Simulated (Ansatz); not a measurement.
Cartesian coordinates in Å:
```
N -0.695 1.049 -1.739
Si -0.819 0.028 -0.375
N 0.459 -1.138 -0.120
Al 0.604 -0.258 1.421
O 1.672 -0.403 2.727
H 0.087 1.659 -1.908
H -1.501 1.290 -2.290
H -2.215 -0.485 -0.499
H 0.765 -1.889 -0.725
H 1.644 0.145 3.508
```

Total charge 0; spin multiplicity 1.

Question: List the PBE/def2-TZVPP orbital energies in eV (the Gaussian-basis code of Ansatz). (An estimate is asked.)

Answer: The calculation gave: Occupied: -1779.58, -1506.16, -509.86, -380.00, -379.54, -137.19, -106.44, -93.96, -93.92, -93.91, -68.50, -68.37, -68.33, -24.20, -21.04, -19.83, -13.07, -12.33, -12.18, -11.27, -8.93, -8.30, -7.87, -7.62, -6.56, -6.28, -4.96. Lowest empty: -1.52, -0.95, 0.25, 0.43, 0.80, 1.59, 1.70, 2.03.
